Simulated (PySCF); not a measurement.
# Identify the compound

Molecular formula: C$_{8}$H$_{12}$. Simulated spectra:

1H NMR (600 MHz, computed): δ 2.07 (m, 2H), 2.05 (m, 1H), 1.79 (m, 2H), 1.71 (m, 1H), 1.45 (d, 1H), 1.30 (m, 2H), 1.18 (m, 2H), 1.14 (m, 1H).

13C{1H} NMR (computed): δ 94.0 (C), 74.4 (CH), 37.7 (CH2, 2C), 31.4 (CH), 30.1 (CH2, 2C), 29.9 (CH2).

Isolated molecule, one conformer, equivalent nuclei averaged, non-relativistic. Coordinates at the GFN2-xTB level; NMR shieldings at PBE0/pcSseg-1/GIAO; PySCF 2.14.0 with density-fitted response routines.

Referencing at the same level of theory: 1H (σ = 31.72 ppm) and 13C (σ = 186.93 ppm) vs TMS.

Q: Choose the structure that fits.
A. C1=C[C@H]2CC[C@@H]1CC2
B. CC1=CCC=C[C@H]1C
C. C#CC1CCCCC1

A: C. 

1. The formula gives 3 degrees of unsaturation (1 ring in the answer).
2. 6 carbon signals for 8 carbons: some carbons are equivalent by symmetry or fast rotation.
3. Carbon types of the structure: 1 × C, 2 × CH, 5 × CH2, which accounts for all hydrogens.
4. δC 94.0: alkyne carbon; sp carbons lie upfield of alkene carbons because the cylindrical π system leaves one tensor component strongly shielded.
5. δC 74.4: terminal alkyne carbon; sp carbons lie upfield of alkene carbons because the cylindrical π system leaves one tensor component strongly shielded.
6. δC 37.7, 30.1, 29.9: sp3 CH2 in a ring; saturated and bonded to C and H only.
7. δC 31.4: propargylic sp3 CH; a saturated carbon with 3 carbon neighbours and no heteroatom attached.
8. δH 1.45: hydrogen on a terminal alkyne carbon; it lies on the axis of the triple bond, in its shielding cone.

The others: CC1=CCC=C[C@H]1C would give 8 carbon signals, not 6; C1=C[C@H]2CC[C@@H]1CC2 would give 3 carbon signals, not 6.

Shifts are as computed. Against solution values, carbons near 30 ppm lie about +3 ppm off and those near 130 ppm about +5 ppm. Of 1211 compounds with measured shifts, 218 miss one by over three times the rms of a fit or turn the order of signals round; such compounds aren't used in these exercises. Multiplicities follow the n + 1 count of equivalent neighbours, as no J values were calculated; m marks all less simple cases, F and P coupling included.
